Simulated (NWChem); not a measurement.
TiH$_{4}$O$_{3}$; SMILES [OH][TiH]([OH])[OH]

```xyz
8

Ti     0.0000     0.0000    -0.1447
O      0.4607    -1.6498     0.3003
H      0.0085    -2.4400     0.6083
O     -1.6591     0.4259     0.3003
H     -2.1173     1.2126     0.6083
O      1.1984     1.2239     0.3003
H      2.1088     1.2273     0.6083
H      0.0000     0.0000    -1.8355
```
Atoms are numbered in this order, from 1.

STO-3G and 3-21G are far too small for this property and stand as cheap habits. All runs use the structure optimised with PBE0/def2-SVP.

### Question
Give the principal values of the shielding tensors (ppm) of Ti1, O2 from Hartree-Fock/STO-3G, GIAO (NWChem), with their diamagnetic and paramagnetic parts as GIAO splits them.

### Answer
```tsv
atom	σ11	σ22	σ33	isotropic	diamagnetic	paramagnetic
Ti1	1065.7	1065.7	1084.9	1072.1	1599.2	-527.1
O2	184.8	357.5	399.9	314.1	380.5	-66.4
```
